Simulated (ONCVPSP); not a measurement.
**Plane-wave convergence, ONCV potential for phosphorus**

- Element: phosphorus
- Generator: ONCVPSP 4.0.1
- Type: optimised norm-conserving Vanderbilt (ONCV)
- Functional: PBE
- Relativity: scalar-relativistic
- Frozen core: [Ne]
- Valence charge: 5
- Reference configuration: 3s2 3p1 (charge +2)
- Partial waves: 3s: rc 1.50 bohr, ncon 4, nbas 9, qcut 5.3 1/bohr, 2 projectors, debl 2.9 Ha; 3p: rc 1.40 bohr, ncon 4, nbas 7, qcut 6.8 1/bohr, 3 projectors, debl 1.2 Ha; d scattering state at 0.36 Ha: rc 1.25 bohr, ncon 4, nbas 8, qcut 8.4 1/bohr, 2 projectors, debl 0.9 Ha
- Local potential: polynomial inside 0.85 bohr (lpopt 3, dvloc0 3 Ha)
- Core correction: polynomial model core, fcfact 0.35

For each optimised wave give the share of its norm inside rc, the residual kinetic energy above qcut (Ha) and the cutoffs (Ha) for errors of 10, 1, 0.1 and 0.01 mHa per electron.

```
         wave  norm inside rc  residual KE  10 mHa  1 mHa  0.1 mHa  0.01 mHa
           3s           0.382      6.6e-05     7.9   10.9     13.8      31.6
s projector 2           0.067      2.6e-04     9.1   11.9     38.7     130.9
           3p           0.225      1.8e-04     3.5    5.8     38.1      74.7
p projector 2           0.103      3.5e-03     5.2   48.7     97.3     111.4
p projector 3           0.078      5.5e-03    15.6   54.3    130.8     151.5
d projector 1           0.099      1.4e-04    18.6   28.1     37.5     134.4
d projector 2           0.137      3.6e-04    23.0   31.9     40.8      97.9
```

The occupied waves need 11 Ha and 38 Ha for 1 and 0.1 mHa. The cutoffs count occupied waves only; projector 2 of the p channel, the hardest unoccupied one, needs 49 Ha at the loose tolerance. Note: ghosts flagged at negative energy: p at -134.8 eV; GHOST(+) flagged for s at 137.8 eV. A true bound ghost makes a file unfit for plane-wave use.
